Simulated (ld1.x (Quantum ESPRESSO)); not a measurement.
**Which change was made? (Si, TM)**

silicon (Si), norm-conserving Troullier–Martins (Kleinman–Bylander form), made with ld1.x (Quantum ESPRESSO) 7.5 (LDA (PZ), non-relativistic). Core [Ne], reference 3s2 3p2. Waves: 3s (bound): rc 1.35 bohr; 3p (bound): rc 1.50 bohr; 3d channel at 0.25 Ry: rc 1.65 bohr. Local part: the d channel. Core correction: a·sin(br)/r model core, default radius (core density twice the valence density).

Cutoffs, loose and tight: the cutoffs (Ry, on a coarse ladder) from which the occupation-weighted sum of valence levels, in a spherical-Bessel basis at the reference potential, stays within 10 and 1 mRy of its value at 400 Ry. They do not see the model core or the augmentation charge, which bear on the density cutoff. Test errors are all-electron minus pseudo excitation energies from the reference, over the configurations 3s2 3p1; 3s2 3p0; 3s1 3p0; 3s2 3p1.5; 3s0 3p4; 3s1 3p2; 3s2 3p2.3 (two spin-polarised tests are not counted in the largest error); variants that change the core or the reference have their own tests. The largest error is taken over the tests solved by every variant that gives reliable tests at all, those not shown here included: 3s0 3p4; 3s2 3p1.5; 3s2 3p2.3.

The base gives: outcome: generated; cutoff, loose: 40 Ry; cutoff, tight: 80 Ry; bound ghosts: none; largest test error (meV): +1.9.

After one change the result is: outcome: generated; cutoff, loose: 60 Ry; cutoff, tight: 160 Ry; bound ghosts: none; largest test error (meV): +5.2. Which change was it?
A. all radii but the core radius scaled by about 0.88 (s 1.20, p 1.32, d 1.46 bohr)
B. all radii but the core radius scaled by about 1.33 (s 1.80, p 2.00, d 2.20 bohr)
C. all radii but the core radius scaled by about 0.79 (s 1.06, p 1.18, d 1.30 bohr)

A. The others give: all radii but the core radius scaled by about 1.33 (s 1.80, p 2.00, d 2.20 bohr) → outcome: generated; cutoff, loose: 15 Ry; cutoff, tight: 40 Ry; bound ghosts: none; largest test error (meV): -4.7 | all radii but the core radius scaled by about 0.79 (s 1.06, p 1.18, d 1.30 bohr) → outcome: generated; cutoff, loose: 160 Ry; cutoff, tight: 300 Ry; bound ghosts: s; largest test error (meV): +21.
